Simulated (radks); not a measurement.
Question: Valence configurations of the arsenic ion As+ (all share [Ar]). Calculated with a radial shooting solver on a logarithmic mesh with Libxc functionals: Dirac Kohn-Sham, PBEsol, spin-unpolarised, spherical densities, point nucleus; open shells fill j = l - 1/2 first. Order these by energy: 3d9 4s2 4p3; 3d8 4s1.5 4p4.5; 3d10 4s1 4p3; 3d9.5 4s1 4p3.5; 3d10 4s2 4p2; 3d8 4s2 4p4; 3d10 4s1.5 4p2.5; 3d10 4p4.

Answer: From the lowest, in eV above it: 3d10 4s2 4p2 0.000; 3d10 4s1.5 4p2.5 5.080; 3d10 4s1 4p3 10.207; 3d10 4p4 20.598; 3d9.5 4s1 4p3.5 30.207; 3d9 4s2 4p3 41.394; 3d8 4s2 4p4 92.443; 3d8 4s1.5 4p4.5 98.433. NIST lists [Ar] 3d10 4s2 4p2 as the ground configuration; this level of theory agrees among the configurations tried. The energies are those of spherical spin-averaged densities, not of single terms.
